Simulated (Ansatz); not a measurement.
Compare A (`B[Se]CF`) with its isomer B (`CB(F)[SeH]`).

Computed with Ansatz on PBE0-D4/def2-TZVP structures; ΔE is electronic, products minus reactants. CBS: MP2 limit from def2 TZ/QZ plus the TZ coupled-cluster correction, frozen cores. Functionals use def2-TZVPP. B3LYP here is the variant with VWN-RPA as its local correlation; programs differ in this. For Se outer-core shells are correlated without core-valence functions, which leaves a few kJ/mol of doubt a bond. Scalar relativity is left out up to krypton. Each species was taken in one conformer, which may not be the lowest.

Q: Which isomer does CCSD(T)/CBS put lower? Give the gap. (An estimate is asked.)

A: Computed: B, by 271.8 kJ/mol.

Q: Give E(B) − E(A) in kJ/mol with BLYP-D4, CCSD/def2-TZVPP, CCSD(T)/def2-TZVPP, B3LYP-D4, r2SCAN-D4, ωB97M-V, MP2/def2-TZVPP. (Best estimate.)

A: Ansatz gave: BLYP-D4 -259.9, CCSD/def2-TZVPP -273.5, CCSD(T)/def2-TZVPP -270.9, B3LYP-D4 -267.9, r2SCAN-D4 -275.1, ωB97M-V -274.0, MP2/def2-TZVPP -277.6. None reverses the order clearly.

Q: Does the order hold for the free energy at 298.15 K (harmonic terms from PBE0-D4)? (An estimate is asked.)

A: Ansatz gave: Yes: G(B) − G(A) = -272.8 kJ/mol, for one conformer each. Modes under 60 cm⁻¹, often nearly free rotors, make the harmonic entropy too high.

Largest T1 diagnostic: 0.013.

From PBE to PBE0 (25 % exact exchange), in def2-TZVPP and without D4, E(B) − E(A) moves by −8.1 kJ/mol. Leaving LDA and LC-ωPBE aside and taking each functional with its dispersion term where it has one, the values, not all of them listed here, spread over 24.4 kJ/mol, from B97M-V to revPBE-D4. LDA lies −13.1 kJ/mol from PBE without D4.
